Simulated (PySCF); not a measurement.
Structure problem from calculated spectra and properties.

Formula: C3H8O3Si.

* UV, first state: lowest singlet excitation: 5.88 eV (211 nm, f = 0.001) [TDDFT CAM-B3LYP/def2-SVPD]
* 1H NMR: chemical shifts (computed TMS as zero) by class: 5.12 (2 H), 3.72 (3 H), 1.98 (3 H) ppm [GIAO KT3/pcSseg-1]
* UV, strongest line: among the 10 lowest singlet transitions: S6 at 8.28 eV (150 nm, f = 0.078) [TDDFT CAM-B3LYP/def2-SVPD]
* NMR, other nuclei: isotropic shieldings of nuclei other than C and H, by class: -115 (1 O), 110 (1 O), 310 (1 O), 388 (1 Si) ppm [GIAO KT3/pcSseg-1]
* Rotational structure: rotational constants A, B, C: 7.249, 1.009, 0.905 GHz [PBE0-D3(BJ)/def2-SVP]
* 13C NMR: chemical shifts (computed TMS as zero) by class: 164.3 (1 C), 51.7 (1 C), 21.1 (1 C) ppm [GIAO KT3/pcSseg-1]

The electronic properties come from PySCF, for the isolated species, density fitting. Levels stand in brackets. Geometry: PBE0-D3(BJ)/def2-SVP, one conformer, isolated molecule. Each NMR value is the plain mean over a class of atoms that symmetry, rotation or inversion makes alike.

Question: Propose a structure and show how it fits.

Answer: Numbering: `[CH3:1][O:2][SiH2:3][O:4][C:5]([CH3:6])=[O:7]`. Its formula, C3H8O3Si, gives 1 degree of unsaturation: 0 rings and 1 π bond in the structure found. 3 carbons fall into 3 classes; from least to most shielded: carbonyl carbon [C5] (164.3 ppm), methoxy carbon [C1] (51.7 ppm), methyl carbon next to a carbonyl [C6] (21.1 ppm). Hydrogen classes from least to most shielded: 2 H on an oxygen-bound silicon, Si3 (5.12 ppm), 3 H on a methoxy carbon, C1 (3.72 ppm), 3 H on a methyl carbon next to a carbonyl, C6 (1.98 ppm, a mean of values up to 0.6 ppm apart in this geometry). The other shieldings belong to: -115 ppm, carbonyl oxygen [O7]; 110 ppm, oxygen singly bound to a carbonyl carbon [O4]; 310 ppm, silyl ether oxygen [O2]; 388 ppm, oxygen-bound silicon [Si3]. The optimised geometry has point group Cs and is an asymmetric top. Structure: `CO[SiH2]OC(C)=O`. Computed isomers that give other values at the same levels: `O[SiH]1OCCCO1` (rotational constant A: 3.849 GHz; this holds for the one conformer computed); `CO[SiH2]OCC=O` (rotational constant A: 5.773 GHz; this holds for the one conformer computed). The assignments are read from this structure; whether some other isomer fits the data as well wasn't checked.

Shape of the structure used: `[CH3:1][O:2][SiH2:3][O:4][C:5]([CH3:6])=[O:7]`: C1–O2–Si3–O4 180°, O2–Si3–O4–C5 180°, Si3–O4–C5–C6 180°.
